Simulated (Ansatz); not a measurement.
CHNZn, 4 atoms. Charge 0, multiplicity 1. For Zn the d shell is correlated and the shells below it are frozen. Scalar relativity is left out up to krypton. The bonds changed during the relaxation, so this is another structure than the one it started from. All runs use 2 threads of an Arm Neoverse V2 on a shared host. Correlated methods freeze the cores. Open-shell runs search over several starts.

Q: Give the basis size and wall time and peak host memory of each of these runs in Ansatz. RKS PBE0-D4/def2-SVP energy; RKS PBE0-D4/def2-TZVP frequencies; RKS r2SCAN-D4/def2-TZVPP energy and forces; UKS PBE0-D4/def2-TZVPP energy of the cation; RKS r2SCAN0-D4/def2-TZVPP energy; UKS B2PLYP (frozen core with 3s3p of Cu, Zn)/def2-TZVPP energy of the cation; RKS PBE0-D4/def2-TZVP relaxation (13 steps); UKS ωB97M-V/def2-TZVPP energy of the cation; UHF-CCSD(T) with 3s3p of Cu, Zn/def2-TZVPP energy of the cation; UKS ωB97X-V/def2-TZVPP energy of the cation; RKS revPBE-D4/def2-TZVPP energy; RKS CAM-B3LYP-D4/def2-TZVPP energy. (Estimate.)

A: Ansatz gave: Other jobs shared the machine, so times are rough.

| level | job | functions | wall time | peak host memory (GiB) |
| --- | --- | --- | --- | --- |
| RKS PBE0-D4/def2-SVP | energy | 64 | 0.7 s | 0.1 |
| RKS revPBE-D4/def2-TZVPP | energy | 140 | 0.91 s | 0.13 |
| RKS CAM-B3LYP-D4/def2-TZVPP | energy | 140 | 1.4 s | 0.24 |
| RKS r2SCAN0-D4/def2-TZVPP | energy | 140 | 2.2 s | 0.24 |
| RKS r2SCAN-D4/def2-TZVPP | energy and forces | 140 | 2.2 s | 0.14 |
| UKS PBE0-D4/def2-TZVPP | energy of the cation | 140 | 3 s | 0.29 |
| UKS ωB97X-V/def2-TZVPP | energy of the cation | 140 | 7 s | 0.39 |
| UKS B2PLYP (frozen core with 3s3p of Cu, Zn)/def2-TZVPP | energy of the cation | 140 | 7.5 s | 0.45 |
| UKS ωB97M-V/def2-TZVPP | energy of the cation | 140 | 8.5 s | 0.42 |
| RKS PBE0-D4/def2-TZVP | frequencies | 116 | 18 s | 0.2 |
| UHF-CCSD(T) with 3s3p of Cu, Zn/def2-TZVPP | energy of the cation | 140 | 19 s | 1.2 |
| RKS PBE0-D4/def2-TZVP | relaxation (13 steps) | 116 | 19 s | 0.2 |
